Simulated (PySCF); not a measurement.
Te(OH)(SiH3) (H4OSiTe), SMILES O[Te][SiH3].

Geometry optimised at r2SCAN-D4/def2-SVP. The def2 effective core potentials stand for the cores of Te; spin–orbit coupling is left out. Other conformers were not sampled.

Computed with r2SCAN-D4/def2-SVP (PySCF).

Frequencies are harmonic and unscaled.

List the normal modes with their intensities. (Estimate from the structure and the level; the computed values follow.)


| mode | ν (cm⁻¹) | IR (km/mol) | moving atoms (share of kinetic energy) |
|---|---|---|---|
| 1 | 105 | 1.2 | O 60 %, Si 17 %, H 14 %, Te 10 % |
| 2 | 122 | 0.8 | H 92 % |
| 3 | 319 | 75.0 | H 79 %, Si 12 % |
| 4 | 330 | 5.9 | Si 59 %, H 23 %, Te 16 % |
| 5 | 531 | 3.6 | H 79 %, Si 11 % |
| 6 | 547 | 6.0 | H 92 % |
| 7 | 576 | 42.5 | O 82 %, Te 9 %, H 8 % |
| 8 | 871 | 332.1 | H 92 %, Si 8 % |
| 9 | 913 | 42.6 | H 97 % |
| 10 | 945 | 56.6 | H 97 % |
| 11 | 1023 | 46.1 | H 95 % |
| 12 | 2211 | 78.3 | H 99 % |
| 13 | 2226 | 88.8 | H 96 % |
| 14 | 2235 | 78.6 | H 96 % |
| 15 | 3796 | 89.3 | H 94 % |
